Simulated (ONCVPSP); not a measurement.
Varying the ONCV potential for phosphorus (P)

Base potential:

- Element: phosphorus
- Generator: ONCVPSP 4.0.1
- Type: optimised norm-conserving Vanderbilt (ONCV)
- Functional: PBE
- Relativity: scalar-relativistic
- Frozen core: [Ne]
- Valence charge: 5
- Reference configuration: 3s2 3p3
- Partial waves: 3s: rc 1.40 bohr, ncon 3, nbas 6, qcut 4.5 1/bohr, 2 projectors, debl 1.8 Ha; 3p: rc 1.90 bohr, ncon 3, nbas 6, qcut 5.2 1/bohr, 2 projectors, debl 2.5 Ha
- Local potential: polynomial inside 0.90 bohr (lpopt 5, dvloc0 0 Ha)
- Core correction: Teter function fitted to the true core (icmod 2), fcfact 0.4

All-electron outer shells of the reference configuration (PBE, scalar-relativistic, ld1.x):

```json
{"shell": "2s", "level (eV)": "-173.99", "outermost node (bohr)": "0.14", "outermost maximum (bohr)": "0.42"}
{"shell": "2p", "level (eV)": "-124.49", "outermost node (bohr)": "–", "outermost maximum (bohr)": "0.36"}
{"shell": "3s", "level (eV)": "-13.97", "outermost node (bohr)": "0.65", "outermost maximum (bohr)": "1.58"}
{"shell": "3p", "level (eV)": "-5.51", "outermost node (bohr)": "0.64", "outermost maximum (bohr)": "1.83"}
```

Cutoffs, loose and tight: the cutoffs (Ha) at which the residual kinetic energy of the hardest occupied pseudo-wave falls to 1 and 0.1 mHa per electron. They do not see the model core or the augmentation charge, which bear on the density cutoff. Test errors are all-electron minus pseudo excitation energies from the reference, over the configurations 3s2 3p2; 3s2 3p1; 3s2 3p0; 3s1 3p4. A dash means not determined; rows that change the core or the reference have their own tests.

For the base: The cutoffs count occupied waves only; projector 2 of the s channel, the hardest unoccupied one, needs 30 Ha at the loose tolerance.

A true bound ghost makes a file unfit for plane-wave use even where its test errors are small: the radial tests pick states by their node count and pass the ghost by.

```csv
change,outcome,"cutoff, loose","cutoff, tight",bound ghosts,GHOST(+) flags above zero,largest test error (meV)
base,generated,9.9 Ha,24 Ha,none,s,+54
s: rc 1.02,generated,107 Ha,147 Ha,s,s,+55
s: rc 1.42,generated,9.9 Ha,29 Ha,none,s,+54
s: rc 1.56,generated,9.5 Ha,29 Ha,none,s,+57
s: rc 1.96,generated,7.8 Ha,9.9 Ha,none,s,+82
```

**Question.** What comes out with this change to the base: s: rc 1.2?

**Answer.** outcome: generated; cutoff, loose: 12 Ha; cutoff, tight: 88 Ha; bound ghosts: s; GHOST(+) flags above zero: none; largest test error (meV): +50.

**Question.** What comes out with this change to the base: s: rc 1.86?

**Answer.** outcome: generated; cutoff, loose: 8.1 Ha; cutoff, tight: 12 Ha; bound ghosts: none; GHOST(+) flags above zero: s; largest test error (meV): +74.

Reading the sweep of the s radius (base included, trends over the rows without a ghost): The loose cutoff falls from 9.9 Ha at 1.4 to 7.8 Ha at 1.96 bohr. A larger radius leaves more room for a smooth pseudo-wave, so fewer plane waves are needed; a smaller one forces it to follow the all-electron wave where it bends sharply. The median size of the test errors (rows with all tests solved) rises from 6.1 meV at 1.4 to 13.8 meV at 1.96 bohr. More of the atom is replaced by a form fitted at one configuration, so other configurations suffer as the radius grows. Bound ghosts are found at 1.02, 1.2 bohr.
